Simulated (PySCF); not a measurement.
A calculated (UHF, PySCF 2.14, x2c-TZVPall, the spin-free X2C one-electron Hamiltonian (Gaussian nucleus)) atom or ion has these occupied shells.

```
shell  electrons  orbital energy (eV)  rms radius, mean of both spins (bohr)
 1s α          1              -5537.1                                 0.0768
 1s β          1              -5537.0                                 0.0768
 2s α          1              -674.50                                  0.332
 2s β          1              -672.86                                  0.332
 2p α          3              -563.16                                  0.303
 2p β          3              -561.49                                  0.303
 3s α          1              -106.92                                   1.02
 3s β          1              -101.05                                   1.02
 3p α          3              -75.128                                   1.11
 3p β          3              -67.917                                   1.11
 3d α          3              -30.235                                   1.43
```

**Question.** Name the element and its charge.

**Answer.** V²⁺ (vanadium, charge +2), in [Ar] 3d3, high-spin 4F determinant.
